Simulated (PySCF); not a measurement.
## Calculated NMR data

Computational details: spin–spin couplings from B3LYP/pcJ-1, NMR shieldings at PBE0/pcSseg-1/GIAO, GFN2-xTB geometry, in PySCF (non-relativistic, equivalent nuclei averaged, single conformer, gas phase).

Chemical shifts δ = σref − σ; TMS for ¹H (σref 31.72) and ¹³C (σref 186.93), all at this level. Multiplet labels drop J under 1 Hz and among equivalent protons, and merge close values. Unscaled 3J(H,H) run several per cent high. Splittings of carbon signals by F and P are missing where no couplings were computed. Where no couplings were computed, multiplicities follow the n + 1 count of equivalent neighbours, and m marks all less simple cases (inequivalent or close neighbours, rings, F or P nearby). Shifts are as computed. Against solution values, carbons near 30 ppm lie about +3 ppm off and those near 130 ppm about +5 ppm. Of 1211 compounds with measured shifts, 218 miss one by over three times the rms of a fit or turn the order of signals round; such compounds aren't used in these exercises.

**1.** `[SiH]([SiH2]N(C)C)([SiH3])[SiH3]`, C2H15NSi4. ¹H NMR (500 MHz, computed): δ 5.05 (d, 2H), 3.55 (m, 6H), 3.43 (m, 1H), 2.63 (s, 6H). ¹³C{¹H} NMR (computed): δ 43.7.

**2.** `C=C=CC#N`, C4H3N. ¹H NMR (500 MHz, computed): δ 5.51 (d, J = 9.0 Hz, 2H), 5.27 (t, J = 9.0 Hz, 1H). ¹³C{¹H} NMR (computed): δ 233.8, 116.6, 83.9, 71.7.

**3.** `CCCC1=CC(=O)[SiH2]C1`, C7H12OSi. ¹H NMR (500 MHz, computed): δ 6.38 (s, 1H), 4.10 (m, 2H), 2.39 (t, 2H), 1.85 (m, 2H), 1.59 (m, 2H), 1.21 (t, 3H). ¹³C{¹H} NMR (computed): δ 234.7, 187.9, 147.4, 46.8, 28.7, 17.7, 16.1.

**4.** SMILES Cc1cccc([P@@H](C)=O)c1, C8H11OP. ¹H NMR (500 MHz, computed): δ 8.24 (m, 1H), 7.95 (m, 1H), 7.60 (m, 1H), 7.58 (m, 1H), 7.19 (m, 1H), 2.61 (s, 3H), 1.46 (m, 3H). ¹³C{¹H} NMR (computed): δ 145.0, 140.0, 138.0, 137.5, 133.2, 129.1, 24.0, 21.9.

**5.** `c1cc(P(C)(C)=O)ccc1`, C8H11OP. ¹H NMR (500 MHz, computed): δ 7.94 (m, 2H), 7.76 (m, 1H), 7.75 (m, 2H), 1.49 (m, 6H). ¹³C{¹H} NMR (computed): δ 142.6 (C), 136.6 (CH), 135.7 (CH), 133.6 (CH), 22.1 (CH3).
